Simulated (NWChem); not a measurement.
System: BF

Input file for NWChem:

```
start job
memory heap 200 mb stack 900 mb global 1100 mb
geometry units angstroms noautosym nocenter noautoz
  B      0.000000     0.000000    -0.815066
  F      0.000000     0.000000     0.459570
end
basis spherical
  * library pcsseg-2
end
dft
  xc pbe0
  iterations 150
end
property
  shielding
end
task dft property
```

All runs use the structure optimised with PBE-D3(BJ)/def2-SVP.

GIAO values for the isolated, static molecule; σ is the absolute isotropic shielding.

Atoms are numbered as in the input.

Problem. Give the results of this calculation. (PBE0/pcSseg-2, GIAO.) Quantities: basis functions; σ B1 (ppm); σ F2 (ppm).

Solution. 
| Property | Value |
|---|---|
| number of basis functions | 72 |
| σ B1 (ppm) | 69.7 |
| σ F2 (ppm) | 79.8 |
